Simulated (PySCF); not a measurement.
Gas-phase reaction: 4 GaH + Cl2 + 3 F2 ⇌ Ga2F6 + 2 GaH2Cl

Method: PySCF energies plus ideal-gas RRHO corrections (1 bar). † marks an energy on the PBE0/def2-TZVP geometry and frequencies; other levels use their own. MP2 freezes the core. 6-31G* has spherical d functions here. All species are closed-shell singlets. B3LYP is the form with VWN-RPA correlation. Ga: all electrons, no relativistic terms. GaH, Ga2F6, GaH2Cl: computed as isolated molecules; such fragments, hydroxides, amides, oligomers or adducts are transient or little studied in the gas. MP2 isn't extrapolated to the basis-set limit.

B3LYP/6-31G* gives ΔH°(298 K) = -2781 kJ.

**Question.** What do ωB97X-V/def2-TZVP†, HF/6-31G*, MP2/def2-SVP† give?

**Answer.** ωB97X-V/def2-TZVP†: -2973 kJ; HF/6-31G*: -3060 kJ; MP2/def2-SVP†: -3205 kJ. For scale, ΔH°(298 K) is -2781 kJ at this level, -2913 kJ at ωB97M-V/def2-TZVP†, and runs from -3205 to -2647 kJ over the 18 levels computed († marks an energy on the PBE0/def2-TZVP geometry).
